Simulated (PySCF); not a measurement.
**Simulated absorption spectrum**

C₄H₅F₃Ge.
Atom-mapped SMILES: `[CH3:1][C:2]#[C:3][GeH2:4][C:5]([F:6])([F:7])[F:8]` (hydrogens: H9, H10, H11 on C1; H12, H13 on Ge4)

Theory: TDDFT CAM-B3LYP/def2-SVPD, vertical, gas phase, core orbitals frozen in the response (PySCF 2.14.0, density-fitted response routines). Isolated species at its PBE0-D3(BJ)/def2-SVP geometry, gas phase. The CAM-B3LYP/def2-SVPD calculation is non-relativistic and has no spin–orbit coupling, an omission that weighs most on germanium. Torsions of this conformer, `[CH3:1][C:2]#[C:3][GeH2:4][C:5]([F:6])([F:7])[F:8]`: C3–Ge4–C5–F6 180°.

Each state is given a Gaussian of 0.5 eV full width at half maximum, with ε(max) = 2.175×10⁸ f / Δν̃ (Δν̃ the width in cm⁻¹). The width is an assumption, not a result. The curve ends short of the highest state used, and states not computed would add to its high-energy end.

(E (eV), ε (L mol⁻¹ cm⁻¹)): (5.17, 0), (5.25, 0), (5.32, 0), (5.40, 1), (5.47, 2), (5.55, 4), (5.62, 9), (5.70, 20), (5.77, 37), (5.85, 70), (5.92, 109), (5.99, 157), (6.07, 211), (6.14, 246), (6.22, 257), (6.29, 239), (6.37, 194), (6.44, 144), (6.52, 90), (6.59, 54), (6.67, 28), (6.74, 20), (6.82, 24), (6.89, 42), (6.97, 79), (7.04, 127), (7.12, 195), (7.19, 259), (7.26, 329), (7.34, 460), (7.41, 725), (7.49, 1467), (7.56, 2849), (7.64, 5757), (7.71, 9741), (7.79, 15798)

Q: Locate the maxima and give the states behind the curve.

A: 200 nm (6.21 eV), ε about 260, made up of S2 (79%) and S3 (19%) (ε in L mol⁻¹ cm⁻¹; maxima over ε = 5, shares over 10%). At its high-energy end, 7.79 eV, the curve is still rising (ε about 16000, from S6). The states used: S1 5.92 eV (f 0.0002); S2 6.20 eV (f 0.0038); S3 6.25 eV (f 0.0009); S4 7.29 eV (f 0.0017); S5 7.33 eV (f 0.0037); S6 8.01 eV (f 0.444); S7 8.09 eV (f 0.0079); S8 8.15 eV (f 0.107); S9 8.26 eV (f 0.0014); S10 8.39 eV (f 0.218).

Q: On this curve, what absorbance would a 10⁻³ mol/L sample give at 193 nm over a 1 cm path?

A: 193 nm is 6.424 eV, where ε is about 160 L mol⁻¹ cm⁻¹, so A = ε c l ≈ 0.16 (Beer–Lambert, with the gas-phase spectrum and the assumed width).

Q: What would ε be at 6.21 eV, the highest of these maxima, with half the width (0.25 eV)?

A: About 502 L mol⁻¹ cm⁻¹ against 258, a factor of about 1.9; a lone state at its own centre would give exactly 2.
